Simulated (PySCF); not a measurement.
# Two-component Hartree-Fock for Dy⁴⁷⁺ (dysprosium, charge +47)

Start: [Ar] 3d1; 3d5/2 filled at m_j = +5/2. Calculated with PySCF 2.14 in an even-tempered Gaussian basis (15 s from 12 bohr⁻², ratio 2.8; 12 p from 15 bohr⁻², ratio 2.8; 8 d from 15 bohr⁻², ratio 2.8; 3 f from 46 bohr⁻², ratio 3): generalised Hartree-Fock with the X2C-1e Hamiltonian and a Gaussian nucleus; one run each with spin-orbit coupling (SO) screened by Boettger's factors, then bare. This is a chosen level, not necessarily the ground level.

```tsv
spinor shell	electrons	ε, screened SO (eV)	ε, bare SO (eV)	weight of nominal j (bare SO)	rms radius, bare SO (bohr)
1s1/2	2	-57049.0	-57048.5	1.000	0.0240
2s1/2	2	-12032.3	-12032.2	1.000	0.0961
2p1/2	2	-11589.8	-11610.5	1.000	0.0818
2p3/2	4	-10775.3	-10768.1	1.000	0.0884
3s1/2	2	-4572.7	-4572.7	1.000	0.237
3p1/2	2	-4391.8	-4396.9	1.000	0.225
3p3/2	4	-4192.9	-4191.1	1.000	0.237
3d5/2	1	-3929.6	-3926.4	1.000	0.206
```

```tsv
quantity	screened SO	bare SO
E (hartree)	-10163.05246	-10163.52634
M_J	5/2	5/2
⟨J²⟩	8.751	8.751
⟨L²⟩	6.034	6.036
⟨S²⟩	0.784	0.786
```

Each row is a mean over spinors that exchange with the open shell spreads, by up to 24.197 eV (3p3/2).

Breit and QED terms are absent; they matter most for the inner s and p1/2 levels.

Densities and radii are taken from the X2C orbitals without a picture-change correction, which distorts them close to the nucleus.
